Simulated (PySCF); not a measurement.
Species: `C#Cc1cnncn1`. The columns A, B, C and D hold Mulliken, IAO, Hirshfeld and ESP-fitted charges (e) of one PBE0/pcSseg-1 density (PySCF), in a shuffled order. Coordinates in Å (GFN2-xTB); the density's dipole moment is (1.92, 2.49, -0.42) D.

```json
{"atom": "C1", "x": "1.734", "y": "2.289", "z": "-0.436", "A": "-0.315", "B": "-0.060", "C": "-0.050", "D": "-0.172"}
{"atom": "C2", "x": "0.999", "y": "1.349", "z": "-0.295", "A": "+0.472", "B": "-0.039", "C": "-0.554", "D": "-0.029"}
{"atom": "C3", "x": "0.154", "y": "0.236", "z": "-0.088", "A": "-0.114", "B": "+0.082", "C": "+0.923", "D": "+0.121"}
{"atom": "C4", "x": "0.215", "y": "-0.517", "z": "1.104", "A": "+0.186", "B": "+0.021", "C": "0.000", "D": "-0.045"}
{"atom": "N5", "x": "-0.576", "y": "-1.550", "z": "1.286", "A": "-0.200", "B": "-0.084", "C": "-0.179", "D": "-0.118"}
{"atom": "N6", "x": "-1.427", "y": "-1.885", "z": "0.354", "A": "-0.235", "B": "-0.106", "C": "-0.478", "D": "-0.170"}
{"atom": "C7", "x": "-1.468", "y": "-1.169", "z": "-0.752", "A": "+0.292", "B": "+0.081", "C": "+0.745", "D": "+0.097"}
{"atom": "N8", "x": "-0.716", "y": "-0.113", "z": "-1.030", "A": "-0.385", "B": "-0.139", "C": "-0.704", "D": "-0.260"}
{"atom": "H9", "x": "2.373", "y": "3.112", "z": "-0.566", "A": "+0.061", "B": "+0.107", "C": "+0.238", "D": "+0.215"}
{"atom": "H10", "x": "0.902", "y": "-0.278", "z": "1.902", "A": "+0.116", "B": "+0.068", "C": "+0.084", "D": "+0.181"}
{"atom": "H11", "x": "-2.183", "y": "-1.471", "z": "-1.505", "A": "+0.123", "B": "+0.068", "C": "-0.026", "D": "+0.179"}
```

Question: Which column most likely holds the ESP-fitted charges?

Answer: C. Σ q r misses the density's dipole by 0.14 D (C), 0.74 D (D), 1.43 D (B), 1.78 D (A). Charges fitted to the outside potential are the only set here that is tied to the molecule's multipoles.

Question: And the Hirshfeld charges?

Answer: B. The mean sizes are 0.078 e (B), 0.144 e (D), 0.227 e (A), 0.362 e (C), and Hirshfeld charges are commonly the smallest of these schemes.

As computed, A = Mulliken, B = Hirshfeld, C = ESP-fitted, D = IAO. Hydrogens on carbon: Mulliken +0.06 to +0.12, Hirshfeld +0.07 to +0.11, ESP-fitted -0.03 to +0.24, IAO +0.18 to +0.22 e.

The ESP scheme fits charges at the nuclei, held to the total charge, to the electrostatic potential on points at 1.4 to 2.0 times the van der Waals radii. The Hirshfeld scheme divides the density at each point in proportion to the densities of the neutral, spherically averaged free atoms.

Isolated species at its GFN2-xTB geometry, gas phase.
